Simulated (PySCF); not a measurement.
[TcF3]+: one-bond stretch

Level of theory: PySCF, UPBE0, basis Tc def2-SVP with ECP28, F def2-SVP (scalar-relativistic core potentials, no spin–orbit coupling, density fitting).

Rigid scan from the quartet minimum (Tc–F 1.765 Å (×3); F–Tc–F 120.0° (×3)). Coordinate: the bond from Tc to the last atom (F) scaled, the rest fixed. Energies in kJ/mol from the minimum.

```json
{"scale of one bond": "0.92", "E (kJ/mol)": "47.8", "dipole size (D, about the centre of mass)": "0.85", "⟨S²⟩": "3.76"}
{"scale of one bond": "0.96", "E (kJ/mol)": "10.4", "dipole size (D, about the centre of mass)": "0.40", "⟨S²⟩": "3.76"}
{"scale of one bond": "1.00", "E (kJ/mol)": "0.0", "dipole size (D, about the centre of mass)": "0.00", "⟨S²⟩": "3.76"}
{"scale of one bond": "1.05", "E (kJ/mol)": "12.2", "dipole size (D, about the centre of mass)": "0.45", "⟨S²⟩": "3.76"}
{"scale of one bond": "1.12", "E (kJ/mol)": "56.8", "dipole size (D, about the centre of mass)": "0.98", "⟨S²⟩": "3.77"}
{"scale of one bond": "1.20", "E (kJ/mol)": "126.0", "dipole size (D, about the centre of mass)": "1.45", "⟨S²⟩": "3.78"}
{"scale of one bond": "1.35", "E (kJ/mol)": "257.3", "dipole size (D, about the centre of mass)": "1.31", "⟨S²⟩": "4.03"}
{"scale of one bond": "1.55", "E (kJ/mol)": "349.2", "dipole size (D, about the centre of mass)": "–", "⟨S²⟩": "4.50"}
{"scale of one bond": "1.80", "E (kJ/mol)": "386.4", "dipole size (D, about the centre of mass)": "–", "⟨S²⟩": "4.71"}
{"scale of one bond": "2.20", "E (kJ/mol)": "397.6", "dipole size (D, about the centre of mass)": "–", "⟨S²⟩": "4.76"}
```

Spin contamination is strong at 1.35, 1.55, 1.80, 2.20, so these points are less reliable.

Open d and f shells are described by one determinant, and the ground state may have another occupation or spin.

Other isomers or separated fragments may lie lower.
